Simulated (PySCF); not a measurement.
**Electron affinity of As by level of theory**

As⁻ [Ar] 3d10 4s2 4p4 (3P) → As [Ar] 3d10 4s2 4p3 (4S), as a difference of total energies. Computed with PySCF 2.14 in aug-cc-pVQZ-PP with ECP10MDF, with a scalar-relativistic core potential. Correlated levels: valence: 3s2 3p6 3d10 frozen. The calculations carry no spin-orbit coupling.

```json
{"method": "UHF", "electron affinity (eV)": "-0.294"}
{"method": "LDA", "electron affinity (eV)": "1.057"}
{"method": "PBE", "electron affinity (eV)": "0.850"}
{"method": "PBE0", "electron affinity (eV)": "0.752"}
{"method": "r2SCAN", "electron affinity (eV)": "0.799"}
{"method": "wB97X", "electron affinity (eV)": "0.921"}
{"method": "B97-3", "electron affinity (eV)": "0.766"}
{"method": "MN15", "electron affinity (eV)": "0.720"}
{"method": "wB97M-V", "electron affinity (eV)": "0.738"}
{"method": "MP2 (valence)", "electron affinity (eV)": "0.532"}
{"method": "SCS-MP2 (valence)", "electron affinity (eV)": "0.607"}
```

The reference lies between the lowest fine-structure levels, while these numbers refer to the centres of the terms.

Errors of the correlated levels include the incompleteness of this basis and the frozen core.

A negative affinity means that the anion lies above the atom at that level of theory.

In the anion the highest occupied orbital energy is positive at LDA, PBE, PBE0, r2SCAN, B97-3, MN15, a self-interaction effect; the basis confines that electron, and the energy difference can still be sensible.

For comparison: 0.804 eV (measured; photodetachment measurements, as compiled on the Wikipedia data page of electron affinities).
